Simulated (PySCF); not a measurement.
## Basis and Hamiltonian dependence of the ionisation energy of Fe⁺

Fe⁺ [Ar] 3d6 4s1 (6D) → Fe²⁺ [Ar] 3d6 (5D). All values are computed (PySCF 2.14, energy differences of UHF-based or UKS calculations, no spin-orbit coupling). Values in eV.

```csv
basis,Hamiltonian,functions,UHF,PBE,PBE0,MP2 (valence),CCSD(T) (valence),CCSD(T) (valence and next inner shell)
Sapporo-DKH3-DZP-2012,spin-free X2C,40,15.314,n/a,n/a,15.850,n/a,n/a
cc-pVDZ,non-relativistic,43,15.147,n/a,16.269,15.643,n/a,n/a
x2c-TZVPall,spin-free X2C,48,15.304,16.830,n/a,15.759,n/a,n/a
aug-cc-pVDZ-DK,spin-free X2C,59,15.333,16.791,16.484,15.891,15.946,n/a
ANO-RCC-VTZP,spin-free X2C,59,15.339,16.805,16.491,15.828,15.882,16.064
x2c-TZVPPall,spin-free X2C,64,15.303,16.829,16.500,15.858,15.899,16.111
cc-pVTZ,non-relativistic,68,15.114,n/a,16.309,15.669,n/a,n/a
aug-cc-pVTZ,non-relativistic,93,15.114,16.643,16.310,15.711,15.770,n/a
def2-QZVPPD,non-relativistic,100,15.109,16.627,16.295,15.700,15.758,n/a
dyall-av2z,non-relativistic,101,15.119,16.612,16.289,15.644,15.699,n/a
x2c-QZVPPall,spin-free X2C,103,15.294,16.847,16.509,15.908,n/a,n/a
aug-cc-pwCVTZ-DK,spin-free X2C,127,15.295,16.847,16.510,15.922,n/a,n/a
aug-cc-pwCVTZ,non-relativistic,127,15.111,16.628,16.297,15.715,n/a,n/a
```

Estimate the row for x2c-TZVPPall with one added diffuse shell each of s, p, d, f type (spin-free X2C, 80 functions).

From the rows with the same Hamiltonian and similar size; the calculation gives UHF 15.30; PBE 16.83; PBE0 16.50; MP2 (valence) 15.89; CCSD(T) (valence) 15.94; CCSD(T) (valence and next inner shell) 16.16 (eV).

Frozen in the all-electron rows: valence: [Ar]; valence and next inner shell: [Ne].

Non-relativistic rows lack the scalar-relativistic shift.

Between the lowest levels the reference is 16.199 eV (measured; NIST Atomic Spectra Database, ionization energies); it includes spin-orbit coupling, which these numbers lack.
